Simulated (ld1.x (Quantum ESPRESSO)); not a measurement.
# Ranking ultrasoft potentials for Pb (Z = 82)

All share these settings but for the change named:

```json
{"Element": "lead (Pb)", "Generator": "ld1.x (Quantum ESPRESSO) 7.5", "Type": "ultrasoft", "Functional": "LDA (PZ)", "Relativity": "fully relativistic", "Frozen core": "[Xe] 4f14 5d10", "Valence charge": "4", "Reference configuration": "6s1 6p3", "Partial waves": "6s (bound): rcut 1.60, rcutus 1.85 bohr; 6s channel at 0.6 Ry: rcut 1.60, rcutus 1.85 bohr; 6p (bound): rcut 2.40, rcutus 2.95 bohr; 6p channel at 0.05 Ry: rcut 2.40, rcutus 2.95 bohr", "Local potential": "all-electron potential smoothed inside 2.10 bohr (lloc = -2)", "Core correction": "none", "Augmentation charge": "built from norm-conserving waves at rcut, not smoothed further"}
```

Open shells are filled in proportion to 2j + 1 (rel_dist='average').

Test errors are all-electron minus pseudo excitation energies from the reference, over 6s2 6p2; 6s2 6p1; 6s2 6p0; 6s0 6p4; 6s1 6p2; 6s2 6p2.3; 6s2 6p1.5. None of these files shows a bound ghost.

The base gives 125.0 meV.

Of 12 variants that were run, those that failed, showed a ghost or another fault, or gave nearly equal values are left out.

A variant can come out equal or close to the base, since the largest error may sit in a test that the change hardly touches while other tests move.

Task: Rank these variants by their largest absolute test error, smallest first.
A. waves 6p (bound): rcut 2.40, rcutus 3.32 bohr; 6p channel at 0.05 Ry: rcut 2.40, rcutus 3.32 bohr
B. functional BLYP
C. core correction a·sin(br)/r model core inside 1.16 bohr

Result: C (52.6 meV), A (125.0 meV), B (312.5 meV).
